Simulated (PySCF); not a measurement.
**C24H16B2: Orbital levels and atomic charges**

System: C24H16B2 (O, S, Se, B, Si, P-doped PAH), SMILES C1=Cc2ccc3c4c(ccc(c24)B1c1ccccc1)B3c1ccccc1.

Cartesian coordinates (Å):
```
  1 C     2.804    2.365   -0.310
  2 C     1.693    3.084   -0.606
  3 C     0.393    2.476   -0.602
  4 C    -0.808    3.143   -0.866
  5 C    -2.086    2.552   -0.822
  6 C    -2.185    1.212   -0.500
  7 C    -0.947    0.577   -0.245
  8 C    -1.360   -0.728    0.101
  9 C    -0.331   -1.574    0.467
 10 C     0.990   -1.080    0.449
 11 C     1.374    0.217    0.083
 12 C     0.323    1.100   -0.267
 13 B     2.786    0.852    0.022
 14 C     4.110    0.051    0.233
 15 C     5.180    0.599    0.948
 16 C     6.352   -0.105    1.150
 17 C     6.495   -1.380    0.628
 18 C     5.456   -1.942   -0.094
 19 C     4.283   -1.236   -0.284
 20 B    -2.832   -0.194   -0.158
 21 C    -4.255   -0.779   -0.086
 22 C    -4.472   -2.115    0.278
 23 C    -5.747   -2.642    0.350
 24 C    -6.843   -1.846    0.059
 25 C    -6.657   -0.521   -0.304
 26 C    -5.381    0.004   -0.375
 27 H     3.746    2.903   -0.338
 28 H     1.751    4.140   -0.850
 29 H    -0.750    4.197   -1.110
 30 H    -2.949    3.170   -1.030
 31 H    -0.499   -2.598    0.777
 32 H     1.772   -1.761    0.763
 33 H     5.077    1.591    1.365
 34 H     7.161    0.344    1.709
 35 H     7.413   -1.929    0.778
 36 H     5.562   -2.935   -0.509
 37 H     3.486   -1.680   -0.866
 38 H    -3.620   -2.738    0.505
 39 H    -5.891   -3.674    0.634
 40 H    -7.841   -2.256    0.116
 41 H    -7.512    0.100   -0.530
 42 H    -5.241    1.037   -0.659
```

Method: B3LYP/def2-SVP, gas phase, PySCF, fitting set def2-universal-JFIT up to Ne and JKFIT beyond, grid level 1.

Question: Give the orbital energies near the gap.

Answer: 
```
orbital     eV
 HOMO-4  -7.07
 HOMO-3  -7.02
 HOMO-2  -6.90
 HOMO-1  -6.84
   HOMO  -6.07
   LUMO  -2.54
 LUMO+1  -2.30
 LUMO+2  -0.52
 LUMO+3  -0.46
```

Question: Give the partial charges of the non-hydrogen atoms.

Answer: 
```tsv
atom	Mulliken	IAO	Hirshfeld
C1	0.10	-0.25	-0.11
C2	-0.02	-0.09	-0.02
C3	0.09	0.00	0.01
C4	-0.01	-0.11	-0.02
C5	-0.03	-0.15	-0.05
C6	0.17	-0.11	-0.06
C7	-0.15	0.09	0.02
C8	0.16	-0.10	-0.06
C9	-0.02	-0.15	-0.04
C10	0.00	-0.09	-0.01
C11	0.12	-0.11	-0.07
C12	0.04	-0.01	0.00
B13	-0.28	0.16	0.11
C14	0.16	-0.11	-0.06
C15	-0.02	-0.12	-0.04
C16	0.04	-0.14	-0.05
C17	0.03	-0.14	-0.04
C18	0.03	-0.14	-0.05
C19	-0.02	-0.13	-0.04
B20	-0.25	0.22	0.16
C21	0.16	-0.13	-0.08
C22	0.00	-0.10	-0.02
C23	0.04	-0.14	-0.04
C24	0.04	-0.12	-0.02
C25	0.04	-0.14	-0.04
C26	0.00	-0.10	-0.02
```
